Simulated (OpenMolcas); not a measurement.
# Se: from RASSCF to RASPT2

```yaml
Program: OpenMolcas
Basis: ANO-RCC-VQZP [7s6p4d2f1g]
Scalar_Hamiltonian: DKH2, point nucleus
Active_space: 4 electrons in 9 orbitals (RAS2 4p; RAS3 4d 5s, at most 1 electron)
State_averaging: 2S+1 = 3 even, 3 roots; 2S+1 = 1 even, 6 roots; 2S+1 = 5 odd, 6 roots; 2S+1 = 3 odd, 1 root; 2S+1 = 1 odd, 5 roots (0 in the spin-orbit step)
Spin-orbit_coupling: RASSI with atomic mean-field integrals over the reference wave functions, term energies averaged over their components
```

Methods on the same reference wave functions:
A. RASSCF
B. SS-RASPT2, IPEA 0.25 Eh, imaginary shift 0.1 Eh (closed shells correlated: 3d 4s)
C. XMS-RASPT2, IPEA 0.25 Eh, imaginary shift 0.1 Eh (closed shells correlated: 3d 4s)

Energies in cm-1 above 4s2 4p4 3P2, the measured ground level; measured values from NIST Handbook of Basic Atomic Spectroscopic Data.

```csv
Level,A,B,C,Measured
4s2 4p4 3P2,0.0,0.0,0.0,0.0
4s2 4p4 3P1,1825,1852,1854,1989
4s2 4p4 3P0,2446,2460,2460,2534
4s2 4p4 1D2,11800,9720,9580,9576
4s2 4p4 1S0,27815,26650,26330,22446
```

Deviations, from unrounded energies. A percentage is the sum of absolute deviations over the sum of measured energies, with the sign that they share, or ± where signs differ.

```csv
Against measurement,Levels,A,B,C
mean absolute deviation (cm-1),4,2000,1100,1000
fine structure of the ground term (%),2,-5.6,-4.6,-4.6
other terms of the ground configuration (%),2,+23.7,+13.6,+12.1
```

C lies closest to measurement on these levels and A furthest from it. The largest miss of C in the table is 4s2 4p4 1S0, by +3900 cm-1. The ranking rests on the paired levels alone, and a cruder setting can come out closer through cancelling errors.

Between B and C the level of the table that moves most is 4s2 4p4 1S0, by 320 cm-1 (lowest in C, highest in B). Moves below CASPT2's spread within the term are not significant.

The mean deviations of B to C differ by less than CASPT2's widest spread within a term (870 cm-1), so their order carries little weight.

From A to B the spin-free energies of the other terms of 4s2 4p4 shown, above 3P, scale by factors of 0.80 to 0.95.

The lowest spin-free term lies below A's lowest term by 0.184 hartree in B, 0.188 hartree in C.

CASPT2 breaks the degeneracy within a term, and the mean is taken; among the terms shown or strongly mixed into the levels shown the widest spread is 870 cm-1 (4s2 4p4 1D, C). Some high roots are left out of the spin-orbit mixing, which shifts the levels that they would mix with. With the s shell closed, the reference lacks s² → p² mixing. Without dynamic correlation excited terms often stand tens of per cent too high (terms of higher spin than the ground term too low), and those without a measured partner can miss by more than the paired ones (holds for A). Some terms miss by over 15 % even with CASPT2, which points to a basis or an active space too small for the shells correlated (holds for B; C). Measured partners are found by configuration, term and J. A level has none where our copy of the source lacks it or the pairing is in doubt (some pairs that miss far off the trend of their configuration count as doubtful), and it then counts in no deviation. Levels of configurations outside the active space are missing. The table leaves out levels that lie high or whose names do not pair safely across all columns.
